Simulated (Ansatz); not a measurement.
Reaction (formal exchange of groups at the Si–Si bond): `C[SiH2][SiH](O)O` + `C[SiH2]F` → `O[SiH](O)C[SiH2]F` + `C[SiH3]`

Isolated molecules relaxed with PBE0-D4/def2-TZVP in Ansatz; ΔE leaves out vibrations. CBS: MP2 limit from def2 TZ/QZ plus the TZ coupled-cluster correction, frozen cores. This one scheme is used for every species. DFT in def2-TZVPP. B3LYP here is the variant with VWN-RPA as its local correlation; programs differ in this. One conformer a species, not always the lowest.

(1) Is it downhill or uphill in electronic energy at CCSD(T)/CBS, and by how much? (An estimate is asked.)

(2) What do these levels give: PBE0-D4, B3LYP-D4, ωB97M-V, B2PLYP, r2SCAN, PBE0, B3LYP, MP2/def2-TZVPP, HF/def2-QZVPP, SCS-MP2/def2-QZVPP, MP2/CBS(def2), CCSD/CBS(def2)? (An estimate is asked.)

Largest T1 diagnostic among the species: 0.012.

Answers

(1) The calculation gave: Downhill: ΔE = -39.9 kJ/mol.

(2) Computed: PBE0-D4 -32.1, B3LYP-D4 -36.7, ωB97M-V -46.2, B2PLYP -37.9, r2SCAN -37.6, PBE0 -29.5, B3LYP -31.6, MP2/def2-TZVPP -47.0, HF/def2-QZVPP -41.3, SCS-MP2/def2-QZVPP -43.8, MP2/CBS(def2) -45.1, CCSD/CBS(def2) -39.7 kJ/mol.

The D4 term adds −5.1 kJ/mol with B3LYP and −2.6 kJ/mol with PBE0; it sums over pairs of atoms, weighted by their polarisabilities, and B3LYP, whose exchange is more repulsive, gets the larger term. From PBE to PBE0 (25 % exact exchange), in def2-TZVPP and without D4, ΔE moves by −5.7 kJ/mol.
